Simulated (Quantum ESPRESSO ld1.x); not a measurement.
Question: Co11+, 16 electrons, occupied as [Ne] 3s2 3p4. Method: Dirac Kohn-Sham, relativistic LDA (MacDonald-Vosko exchange, VWN5 correlation), spin-unpolarised, spherical densities, point nucleus; open shells are shared between the two j in proportion to 2j + 1; computed with ld1.x of Quantum ESPRESSO 7.5. Some entries of the table are withheld. Estimate them.

orbital,occ.,eigenvalue (eV),<1/r> (bohr^-1),<r^2> (bohr^2)
1s1/2,2,-7863.96,26.94,0.004275
2s1/2,2,-1202.32,5.847,(1)
2p1/2,2,-1086.64,(2),0.06047
2p3/2,4,-1071.80,(3),0.06201
3s1/2,2,-361.712,2.099,0.5367
3p1/2,1.33333,-325.473,2.027,0.5379
3p3/2,2.66667,-322.772,2.003,0.5465
3d3/2,0,-265.961,(4),0.4945
3d5/2,0,-265.510,(5),0.4966
4s1/2,0,-164.676,1.017,2.211
4p1/2,0,-151.360,0.9800,2.345
4p3/2,0,-150.506,0.9720,2.371

Answer: 
(1) 2s1/2 <r^2> (bohr^2): 0.07659
(2) 2p1/2 <1/r> (bohr^-1): 5.800
(3) 2p3/2 <1/r> (bohr^-1): 5.690
(4) 3d3/2 <1/r> (bohr^-1): 1.849
(5) 3d5/2 <1/r> (bohr^-1): 1.844
